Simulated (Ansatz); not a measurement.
One change: `CC(O)([SiH3])Cl` becomes `OC(F)([SiH3])Cl`.

Ansatz, PBE0-D4/def2-TZVP geometries, multiplicity 1. Each molecule was computed in one conformer, which needn't be the lowest.

```csv
property,`CC(O)([SiH3])Cl`
size of the dipole moment (PBE/def2-TZVPP) / D,1.36
HOMO–LUMO gap (PBE0/def2-TZVPP) / eV,7.76
zero-point energy (PBE0-D4/def2-TZVP) / kJ/mol,224.2
HOMO energy (PBE0/def2-TZVPP) / eV,-7.84
LUMO energy (PBE0/def2-TZVPP) / eV,-0.07
size of the dipole moment (ωB97M-V/def2-TZVPP) / D,1.48
```

(1) Give the same properties after the change, and the shifts. (Best estimate.)

Answers

(1) Ansatz gave: 
```
                                          property  `OC(F)([SiH3])Cl`  shift
    size of the dipole moment (PBE/def2-TZVPP) / D               0.84  -0.52
              HOMO–LUMO gap (PBE0/def2-TZVPP) / eV               8.68   0.92
    zero-point energy (PBE0-D4/def2-TZVP) / kJ/mol              129.6  -94.6
                HOMO energy (PBE0/def2-TZVPP) / eV              -8.78  -0.94
                LUMO energy (PBE0/def2-TZVPP) / eV              -0.10  -0.03
size of the dipole moment (ωB97M-V/def2-TZVPP) / D               0.84  -0.64
```

The zero-point energy changes by -94.6 kJ/mol with -9 modes. Dipoles are sizes alone; their direction can turn.

Positive LUMOs are unbound, so they and the gaps depend on the basis.
